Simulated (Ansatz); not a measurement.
This geometry of BrGaH₅NO₂ (10 atoms, charge 0, multiplicity 1) is a first-order saddle point.

Theory: Ansatz 0.2.0, RKS PBE/def2-SVP.

```xyz
10
Properties=species:S:1:pos:R:3
Ga -0.133 0.519 0.020
N -0.076 0.101 2.087
H -0.784 -0.519 2.502
H 0.852 -0.340 2.185
O 1.526 -0.233 -0.135
H 1.842 -0.281 -1.054
O -1.532 -0.293 -0.810
H -2.112 -0.781 -0.200
Br -0.228 2.865 0.121
H -0.074 0.994 2.601
```

**Question.** Which two structures does it join? (They come from a converged band through this point; their orientation in space is the band's.)

**Answer.** No bond is made or broken.  The two ends are copies of one structure, up to a mirror image or an exchange of like atoms.

First end point:

```xyz
10
Properties=species:S:1:pos:R:3
Ga -0.113 0.398 0.091
N 0.031 0.126 2.162
H -0.694 -0.525 2.494
H 0.959 -0.286 2.340
O 1.577 -0.239 -0.146
H 1.813 -0.320 -1.087
O -1.527 -0.674 -0.323
H -2.220 -0.169 -0.785
Br -0.495 2.713 -0.110
H -0.049 1.010 2.681
```

Last end point:

```xyz
10
Properties=species:S:1:pos:R:3
Ga -0.139 0.389 0.093
N 0.004 0.121 2.160
H -0.829 -0.408 2.456
H 0.847 -0.421 2.396
O 1.386 -0.432 -0.473
H 1.924 0.176 -1.013
O -1.713 -0.526 0.033
H -2.057 -0.617 -0.873
Br -0.175 2.734 -0.125
H 0.031 1.018 2.663
```

**Question.** How far does it lie above each of them?

**Answer.** 0.198 eV above the first and 0.198 eV above the second. This is the barrier of this one path; another mechanism may lie lower.

Run time: 2.5 min on 4 threads of Arm Neoverse V1, with other jobs on the host, peak memory 0.22 GiB.
